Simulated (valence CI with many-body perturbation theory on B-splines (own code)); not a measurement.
**Hyperfine factors and g values of Pd VI**

Calculated by configuration interaction combined with many-body perturbation theory (CI+MBPT): five valence electrons over a frozen Dirac-Fock core [Kr], a basis of 7 s, 7 p, 8 d, 6 f, 4 g, 1 h functions for each j, with the one-electron correlation potential Σ1 (screened to all orders), the two-electron term Σ2, the three-electron term Σ3, Breit, model QED; selected single and double excitations, second order for the rest, scaled by the run's own slope (own B-spline code, finite nucleus).

No measured levels were compared; by estimate terms of the open shell hold to 2 to 4 % of their energy, and close levels can change places; different configurations can be misplaced against each other by 1,000 to 8,000 cm⁻¹. Core correlation moves these levels by up to 20000 cm⁻¹, and in measured spectra 5 to 20 % of such shifts remained as error; rates that hang on mixing are uncertain with them. Among the levels kept, up to 1900 cm⁻¹ of a level comes from second order outside the variational space, and about a tenth of that is noise between levels of different J, which matters for small intervals. Only levels of the ground parity were solved; by the run's estimate the other parity begins above the list, which can be wrong where configurations are misplaced.

A/g_I is the dipole constant over the nuclear g factor μ/I (μ in nuclear magnetons, uniformly magnetised nucleus), B/Q the quadrupole constant per barn. Both hold the static response of the core; the bare values leave it out. Large factors of s and p1/2 electrons are usually good to 5 to 10 %; those of open d and f shells near neutrality can be off by tens of per cent, and small factors of p3/2, d and f electrons come from cancelling terms and can be off by a factor of two or in sign, in half-filled shells by more. B is blank for J = 1/2, where it vanishes, and for nearly pure S terms. Energies count from the lowest level.

Names give the largest LS component (configuration and term), which can be under half, so a name can repeat, a term be missing and a line seem to break the LS rules; names also repeat where a configuration has a term twice. Letters in brackets count levels of one name in rising energy.

```
         Level  E (cm⁻¹)      g  A/g_I (MHz)  A/g_I bare  B/Q (MHz/b)  B/Q bare
    4d⁵ ⁶S_5/2       0.0  1.994         -897       -12.8                       
    4d⁵ ⁴G_5/2     27226  0.617         1330         964          250       227
    4d⁵ ⁴G_7/2     27829  0.994          775         761          270       247
   4d⁵ ⁴G_11/2     28036  1.268          498         753        -17.3     -21.5
    4d⁵ ⁴G_9/2     28178  1.172          560         716          214       195
    4d⁵ ⁴P_5/2     30412  1.447       -0.363         393          943       875
    4d⁵ ⁴P_3/2     31264  1.476          203         652          675       625
    4d⁵ ⁴P_1/2     32539  1.775         -628        39.1                       
    4d⁵ ⁴D_7/2     34021  1.412          109         474          355       340
    4d⁵ ⁴D_1/2     35742  0.883         1300        1240                       
    4d⁵ ⁴D_5/2     36392  1.435          159         552         -576      -534
    4d⁵ ⁴D_3/2     36656  1.423          313         713         -431      -401
   4d⁵ ²I_11/2     39812  0.939          951         898         83.8      75.5
   4d⁵ ²I_13/2     40893  1.077          793         873        0.525     0.699
4d⁵ ²D_5/2 [a]     43919  1.076          629         689          299       276
4d⁵ ²D_3/2 [a]     44924  0.628         1610        1300        -99.0     -94.0
    4d⁵ ⁴F_7/2     45631  1.156          710         868         -692      -642
    4d⁵ ⁴F_9/2     45733  1.236          465         681        -15.9     -15.7
    4d⁵ ⁴F_5/2     47225  1.014          851         869         -567      -525
4d⁵ ²F_7/2 [a]     48975  1.165          536         683         -305      -281
    4d⁵ ²H_9/2     49414  1.061          768         828          368       346
    4d⁵ ⁴F_3/2     49460  0.603         1650        1310         -107      -100
4d⁵ ²G_7/2 [a]     51336  0.947         1090        1060         -440      -392
   4d⁵ ²H_11/2     52407  1.080          769         849        -65.9     -51.2
4d⁵ ²F_5/2 [a]     52746  0.982          709         674          655       601
4d⁵ ²G_9/2 [a]     53844  1.056          764         816         -288      -251
4d⁵ ²F_5/2 [b]     55051  0.935          913         852         -735      -688
4d⁵ ²F_7/2 [b]     55099  1.146          711         858          376       332
    4d⁵ ²S_1/2     59474  1.994         -843        29.0                       
4d⁵ ²D_3/2 [b]     66714  0.802         1200        1030         -213      -192
4d⁵ ²D_5/2 [b]     67631  1.185          561         731        -76.4     -62.2
4d⁵ ²G_9/2 [b]     73161  1.111          685         788         -281      -262
4d⁵ ²G_7/2 [b]     73494  0.893         1110        1030          432       398
    4d⁵ ²P_3/2     87625  1.306          435         725         -586      -539
    4d⁵ ²P_1/2     88409  0.682          467        70.0                       
4d⁵ ²D_5/2 [c]     96893  1.200          451         623         -178      -163
4d⁵ ²D_3/2 [c]     97432  0.825         1510        1400          757       703
  4d⁴5s ⁶D_1/2    181820  3.308         7200        7680                       
  4d⁴5s ⁶D_3/2    182740  1.862         3100        3240          693       643
  4d⁴5s ⁶D_5/2    184050  1.654         2480        2610          518       477
```

(1) Take the isotope of mass number 105, with I = 5/2, μ = -0.642 μN and Q = 0.66 b. What is the hyperfine structure of 4d⁵ ⁴G_5/2?

Results:

(1) From the table A = -340 MHz, B = 165 MHz. Shifts from the centre of gravity in MHz: F = 0: 3090, F = 1: 2710, F = 2: 1970, F = 3: 887, F = 4: -483, F = 5: -2080.
